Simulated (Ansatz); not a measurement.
Results of the Gaussian-basis code of Ansatz.

A structure relaxed at PBE0-D4/def2-TZVP, charge 0, multiplicity 1:

```tsv
atom	x (Å)	y (Å)	z (Å)
O1	1.319	-0.754	-1.391
B2	0.560	-0.307	-0.389
C3	-0.238	-0.628	0.864
C4	-0.314	0.785	0.216
Br5	-1.934	1.306	-0.683
H6	1.476	-0.094	-2.074
H7	-1.112	-1.270	0.770
H8	0.184	-0.641	1.865
H9	0.058	1.603	0.822
```

(1) Give its formula and SMILES.

(2) Summarise the bond lengths by kind.

Answers

(1) C2H4BBrO, `OB1CC1Br`.

(2) 1 × B–O 1.334 Å; 1 × H–O 0.963 Å; 2 × B–C 1.520 to 1.524 Å; 1 × C–C 1.557 Å; 3 × C–H 1.083 to 1.088 Å; 1 × Br–C 1.924 Å.
